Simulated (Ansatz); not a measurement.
A barrier at the coupled-cluster level

Start structure (BH$_{2}$ClF$_{4}$, closed shell), relaxed at PBE0-D4/def2-TZVP:

B1  (0.028, -1.301, 0.201)
Cl2  (1.583, -0.629, -0.354)
F3  (-0.561, -2.205, -0.531)
F4  (-0.339, -1.078, 1.437)
H5  (-0.879, 1.188, -0.362)
F6  (-1.312, 0.382, -0.579)
H7  (1.066, 1.486, 0.091)
F8  (0.413, 2.157, 0.098)
(Å)

The step: BClF₂ ([F][B]([F])[Cl]) + HF + HF → BF₃ ([F][B]([F])[F]) + HCl + HF; bonds formed: B1–F6, Cl2–H7, H5–F8; bonds broken: B1–Cl2, H5–F6, H7–F8. Program: Ansatz 0.2.0. Basis: def2-TZVPP and def2-QZVPP. Cores are frozen in the correlated methods. Extrapolation: Hartree–Fock as exp(−7.88 √X), correlation as X^−2.97. Energies below are by CCSD(T) at an estimated basis limit (MP2 extrapolated from triple and quadruple zeta, plus CCSD(T) − MP2 in triple zeta).

Question: What are the electronic barrier and the energy of the step, from the start structure to the end structure? (To be estimated.)

Answer: Computed: Barrier 0.352 eV; step energy -0.539 eV (downhill); reverse barrier, their difference, 0.890 eV. Barrier and step energy count from the start structure, the reverse barrier from the end structure.

The saddle point: One imaginary mode of 631i cm⁻¹.
```json
{"pair": "B1–F6", "start (Å)": "2.29", "saddle (Å)": "1.51", "end (Å)": "1.33"}
{"pair": "Cl2–H7", "start (Å)": "2.22", "saddle (Å)": "1.64", "end (Å)": "1.29"}
{"pair": "H5–F8", "start (Å)": "1.68", "saddle (Å)": "1.13", "end (Å)": "0.93"}
{"pair": "B1–Cl2", "start (Å)": "1.78", "saddle (Å)": "1.98", "end (Å)": "2.98"}
{"pair": "H5–F6", "start (Å)": "0.94", "saddle (Å)": "1.15", "end (Å)": "1.91"}
{"pair": "H7–F8", "start (Å)": "0.94", "saddle (Å)": "1.08", "end (Å)": "1.94"}
```

Zero-point energy (harmonic, PBE0-D4): ZPE is 0.955 eV at the start and 0.866 eV at the saddle, so the barrier goes from 0.352 to 0.262 eV.

No T1 diagnostic of these runs exceeds 0.012.

Labels in which every atom is bracketed show which atoms are joined, not bond orders.

For scale, one of the runs: CCSD(T)/def2-TZVPP, 225 basis functions, launched by `ansatz run in.yaml --threads 8 --pin off --events-out ev --progress --plain --max-ram 19148MiB`. Time: 86 s of wall clock on 8 CPU threads of an Arm Neoverse V2; the host was shared. Peak host memory: 4.2 GiB.
